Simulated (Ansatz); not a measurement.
Consider the formal exchange of groups at the Si–Si bond: `N[SiH2][SiH2][SeH]` + `CN[SiH3]` → `CN[SiH2][SiH2]N` + `[SiH3][SeH]`.

Isolated molecules relaxed with PBE0-D4/def2-TZVP in Ansatz; ΔE leaves out vibrations. CCSD(T)/CBS adds triple-zeta CCSD(T) − MP2 to the extrapolated MP2 energy (def2 sets, frozen cores). Functionals use def2-TZVPP. B3LYP here is the variant with VWN-RPA as its local correlation; programs differ in this. For Se outer-core shells are correlated without core-valence functions, which leaves a few kJ/mol of doubt a bond. Scalar relativity is left out up to krypton. One conformer a species, not always the lowest.

Is it downhill or uphill in electronic energy at CCSD(T)/CBS, and by how much? (An estimate is asked.)

The calculation gave: Uphill: ΔE = +13.0 kJ/mol.

What do these levels give: r2SCAN-D4, ωB97M-V, B2PLYP, PBE, PBE0, B3LYP, HF/def2-TZVPP, MP2/def2-TZVPP, CCSD/def2-TZVPP, HF/def2-QZVPP, MP2/def2-QZVPP, MP2/CBS(def2)? (Best estimate.)

The calculation gave: r2SCAN-D4 12.5, ωB97M-V 11.8, B2PLYP 12.1, PBE 11.5, PBE0 12.0, B3LYP 11.5, HF/def2-TZVPP 12.1, MP2/def2-TZVPP 13.4, CCSD/def2-TZVPP 11.3, HF/def2-QZVPP 12.1, MP2/def2-QZVPP 14.3, MP2/CBS(def2) 15.0 kJ/mol.

Largest T1 diagnostic among the species: 0.011.
